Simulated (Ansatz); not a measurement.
Molecule: chlorosilane, sum formula SiH$_{3}$Cl, charge 0, multiplicity 1. 
Structure (B3LYP-D3(BJ)/def2-TZVP (Ansatz, a first-principles code) minimum search):
```xyz
5

Si    -0.9899    -0.0500    -0.0380
Cl     1.0723     0.0541     0.0412
H     -1.3688    -1.0690    -1.0360
H     -1.5103     1.2742    -0.4302
H     -1.4910    -0.4257     1.2983
```

Basis-set convergence of Hartree-Fock and CCSD correlation energies (hartree) with Ansatz. Cores are frozen in the correlated levels unless marked. Spin-orbit coupling is left out. No relativistic terms.

```tsv
basis	functions	E(HF)	E(corr, CCSD)
def2-SVPD	75	-749.99334	-0.28993
def2-TZVPPD	150	-750.24898	-0.36014
def2-QZVPPD	254	-750.27059	-0.38526
```

Extrapolating the two largest sets (X = 3 and 4) as X^-3: E(corr) = (64·(-0.38526) - 27·(-0.36014))/37 = -0.4036 Eh, an estimate of the basis-set limit. The largest set recovers 95.5 % of it, the smallest 71.8 %.
